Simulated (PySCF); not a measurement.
**Working out the ionisation energy of O²⁺**

O²⁺ [He] 2s2 2p2 (3P) → O³⁺ [He] 2s2 2p1 (2P). All numbers are calculated (PySCF 2.14, no relativity, point nucleus, in def2-TZVP (5s3p2d1f, 31 functions)). Frozen: 1s2. Energies in hartree (1 hartree = 27.21139 eV):

| part | O²⁺ (lower) | O³⁺ (upper) |
| --- | --- | --- |
| UHF | -73.103117 | -71.096362 |
| CCSD correlation | -0.095210 | -0.089822 |
| (T) | -0.001286 | -0.000922 |

Task: What does Hartree-Fock give?

Result: (-71.096362) − (-73.103117) = 2.006755 hartree = 54.607 eV.

Task: What do CCSD and CCSD(T) give?

Result: The CCSD correlation energies differ by 0.005388 hartree = 0.147 eV and the triples by 0.000364 hartree = 0.010 eV, so CCSD gives 54.754 eV and CCSD(T) 54.764 eV.

Reference: 54.936 eV (semi-empirical (NIST evaluation); NIST Atomic Spectra Database, ionization energies), between the lowest levels; spin-orbit coupling is absent from the calculation.

What remains against the reference includes basis incompleteness, the frozen core and higher excitations.
